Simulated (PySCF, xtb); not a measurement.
hydroxymethyl(methoxy)borinic acid (C₂H₇BO₃), SMILES COB(O)CO.

GFN2-xTB (xtb 6.7.1) at its own geometry gives an orbital gap of 6.44 eV and a dipole moment of 1.60 D.

Coordinates come from a B3LYP-D3(BJ)/def2-SVP optimisation. Other conformers were not sampled.

Question: What does PySCF with PBE/def2-TZVP give? (Estimate from the structure and the level; the computed values follow.)

Answer: gap 5.83 eV (levels -6.18 and -0.34 eV), dipole 1.17 D.
